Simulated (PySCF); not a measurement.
**Mayer bond orders and bond lengths**

Species: C5H11FSi.
Numbering: `[CH3:1]/[CH:2]=[C:3](\[F:4])[SiH2:5][CH2:6][CH3:7]` (hydrogens: H8, H9, H10 on C1; H11 on C2; H12, H13 on Si5; H14, H15 on C6; H16, H17, H18 on C7)

Geometry (GFN2-xTB, Å), atoms numbered from 1 in this order:
```
atom  x, y, z in Å
C1     3.0466    0.4214   -0.4884
C2     1.8252   -0.0717    0.2118
C3     0.7905   -0.6791   -0.3552
F4     0.8167   -0.8809   -1.7077
Si5   -0.7914   -1.3167    0.4684
C6    -2.2532   -0.2740   -0.1685
C7    -2.0739    1.2228    0.0718
H8     3.1983    1.4798   -0.2784
H9     2.9608    0.2797   -1.5626
H10    3.9242   -0.1175   -0.1306
H11    1.7821    0.0763    1.2805
H12   -0.9774   -2.7222    0.0965
H13   -0.6132   -1.1624    1.9160
H14   -3.1753   -0.6053    0.3124
H15   -2.3849   -0.4470   -1.2386
H16   -1.9563    1.4333    1.1328
H17   -2.9367    1.7790   -0.2921
H18   -1.1908    1.5907   -0.4463
```

Bond orders from the PBE0/pcSseg-1 density (PySCF). The structure is a single GFN2-xTB conformer in the gas phase; no vibrational or solvent corrections.

(1) How far do the computed orders between heavy atoms stray from the drawn ones?

(2) Set the Mayer orders of the bonds between heavy atoms beside their lengths.

Results:

(1) The largest departure is 0.192, at C2–C3 (drawn double, 1.808). Drawn single, order below 0.88: C3–F4 (0.870) and C3–Si5 (0.861).

(2) 
```json
{"bond": "C1–C2", "drawn as": "single", "length (Å)": "1.492", "Mayer order": "1.053"}
{"bond": "C2–C3", "drawn as": "double", "length (Å)": "1.327", "Mayer order": "1.808"}
{"bond": "C3–F4", "drawn as": "single", "length (Å)": "1.368", "Mayer order": "0.870"}
{"bond": "C3–Si5", "drawn as": "single", "length (Å)": "1.894", "Mayer order": "0.861"}
{"bond": "Si5–C6", "drawn as": "single", "length (Å)": "1.905", "Mayer order": "0.928"}
{"bond": "C6–C7", "drawn as": "single", "length (Å)": "1.527", "Mayer order": "1.049"}
```

By pair of heavy elements: C–C: lowest C6–C7 (1.049, 1.527 Å), highest C2–C3 (1.808, 1.327 Å). C–Si: lowest C3–Si5 (0.861, 1.894 Å), highest Si5–C6 (0.928, 1.905 Å); in 1 of the 1 pairs the longer bond (by over 0.003 Å) has the higher order (by 0.02 or more).

Problem. And the bonds to hydrogen?

Solution. C–H: 0.94 to 0.97 (9 bonds); H–Si: 0.94 to 0.95 (2 bonds).

Problem. Sum the orders of all bonds at each heavy atom with more than one neighbour and set the sums beside the valence in the SMILES.

Solution. C1 3.923 (drawn 4), C2 3.811 (drawn 4), C3 3.539 (drawn 4), Si5 3.681 (drawn 4), C6 3.867 (drawn 4), C7 3.948 (drawn 4). Orders between atoms that aren't bonded are not in these sums.

The Mayer order sums products of elements of PS (density times overlap matrix) between the two atoms' basis functions, so it depends on the basis set.
